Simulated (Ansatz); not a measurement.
Computed with Ansatz on PBE0-D4/def2-TZVP structures; ΔE is electronic, products minus reactants. CCSD(T)/CBS is the MP2 limit (def2-TZVPP, def2-QZVPP) plus CCSD(T) − MP2 in def2-TZVPP, frozen cores. This one scheme is used for every species. DFT in def2-TZVPP. HSE06 is defined as in plane-wave codes. For Ga outer-core shells are correlated without core-valence functions, which leaves a few kJ/mol of doubt a bond. Scalar relativity is left out up to krypton. One conformer a species, not always the lowest.

`[NH2][GaH][BH][SiH3]` + `BO` → `BOB[SiH3]` + `[NH2][GaH2]`  (cleavage of the B–Ga bond)

`[NH2][GaH][BH][SiH3]`:

Z-matrix (Å, degrees):
```
Si
B 1 2.003
H 1 1.489 2 114.2
H 1 1.498 2 103.0 3 -115.9
H 1 1.489 2 115.6 3 126.7
Ga 2 2.073 1 123.2 3 26.3
H 2 1.199 1 117.0 3 -156.7
N 6 1.819 2 120.4 1 81.1
H 6 1.571 2 125.9 1 -97.0
H 8 1.006 6 123.3 2 179.4
H 8 1.005 6 124.9 2 2.4
```

`BO`:

Z-matrix (Å, degrees):
```
B
O 1 1.348
H 1 1.196 2 116.8
H 1 1.202 2 120.7 3 -180.0
H 2 0.961 1 113.5 3 180.0
```

`BOB[SiH3]`:

Cartesian coordinates in Å:
```
B -1.144 0.547 1.962
O -0.847 0.038 0.728
B 0.356 0.185 0.093
Si 0.656 -0.625 -1.741
H -0.312 1.171 2.560
H -2.240 0.341 2.392
H 1.221 0.807 0.655
H 1.028 0.456 -2.698
H -0.527 -1.351 -2.277
H 1.808 -1.569 -1.675
```

`[NH2][GaH2]`:

Z-matrix (Å, degrees):
```
N
Ga 1 1.813
H 1 1.006 2 124.1
H 1 1.006 2 124.0 3 -180.0
H 2 1.561 1 116.7 3 -180.0
H 2 1.561 1 116.7 3 0.0
```

**Question.** Is it downhill or uphill in electronic energy at CCSD(T)/CBS, and by how much? (Best estimate.)

**Answer.** Ansatz gave: Downhill: ΔE = -105.3 kJ/mol.

**Question.** What do these levels give: B97M-V, PBE0-D4, revPBE, r2SCANh, HSE06, HF/def2-SVP? (Best estimate.)

**Answer.** Computed: B97M-V -112.8, PBE0-D4 -101.8, revPBE -95.6, r2SCANh -107.9, HSE06 -103.6, HF/def2-SVP -135.8 kJ/mol.

Largest T1 diagnostic among the species: 0.015.

The D4 term adds +3.2 kJ/mol with B3LYP and +1.9 kJ/mol with PBE0; it sums over pairs of atoms, weighted by their polarisabilities, and B3LYP, whose exchange is more repulsive, gets the larger term. At CCSD(T), def2-SVP lies −15.8 kJ/mol from the extrapolated value and def2-TZVPP −2.9 kJ/mol. From PBE to PBE0 (25 % exact exchange), in def2-TZVPP and without D4, ΔE moves by −5.6 kJ/mol.

B3LYP here is the variant with VWN-RPA as its local correlation; programs differ in this.
